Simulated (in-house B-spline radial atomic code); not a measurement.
Plasmons and hot-electron lifetimes in Be from the free-electron model

The electrons form a uniform gas at zero temperature with Lindhard's dielectric function (RPA). An added electron of energy E, from the band bottom, collides once per mean free path λ, with 1/λ = (1/πE) ∫dω ∫dq/q Im(−1/ε(q, ω)), in atomic (or effective) units, with ω up to E − E_F and q between √(2E) ∓ √(2(E − ω)); electron-hole pairs and the plasmon pole are integrated apart. No exchange between the two electrons.

Be: 2 valence electrons per atom, density 1.85 g/cm³, mass 9.01 u, so r_s = 1.87 bohr. Core levels, phonons and band structure are left out.

Q: Find E_F, the plasma energy, the screening length and the long-wave dispersion of the plasmon.

A: k_F = 1.91916/1.87 = 1.0263, E_F = k_F²/2 = 14.33 eV. ω_p = √(3/r_s³) = 0.6773 hartree = 18.43 eV. The Thomas-Fermi length is √(π/4k_F) = 0.875 bohr = 0.0463 nm. For small q, ω = ω_p + α q² with α = (3/5) E_F/ω_p = 0.4665; at q = 0.2918 this gives 19.51 eV, and the zero of ε lies at 19.54 eV. The plasmon meets the pair continuum ω = q k_F + q²/2 at q_c = 0.72944 = 0.71 k_F, 27.6 eV.

```
E − E_F (eV)  λ (nm)  share of plasmon losses  lifetime (fs)  stopping (eV/nm)
       0.717     260                     0.00            113           0.00183
        1.43    70.1                     0.00           29.8            0.0135
        2.87    20.2                     0.00            8.2            0.0934
        5.02    7.98                     0.00           3.06             0.409
        7.17    4.65                     0.00           1.69             0.997
        10.7    2.64                     0.00          0.888              2.62
        14.3    1.79                     0.00          0.562              5.17
        18.6    1.26                     0.00          0.369              9.62
        22.9   0.966                     0.00          0.267              15.4
        28.7    0.51                     0.27          0.131              40.5
        35.8   0.366                     0.37         0.0871              62.9
        45.9   0.337                     0.42         0.0732              72.2
```

Q: Quinn and Ferrell's limit is τ = 263 r_s^(−5/2) (E − E_F)⁻² fs·eV². How far does it hold?

A: The prefactor is 55.0 fs·eV². At 0.717 eV it gives 107 fs against 113, a ratio of 1.06; at 7.17 eV 1.07 against 1.69, a ratio of 1.58. The inverse square comes from the phase space of two final states near E_F; the formula is the limit of high density and small excess energy.

Q: From what energy can an electron emit a plasmon?

A: It needs ω ≤ q v − q²/2 and a final state above E_F. On the computed dispersion this first holds at E − E_F = 26.9 eV, above ω_p = 18.4 eV, since a slow electron can only couple to plasmons of large q, which cost more.
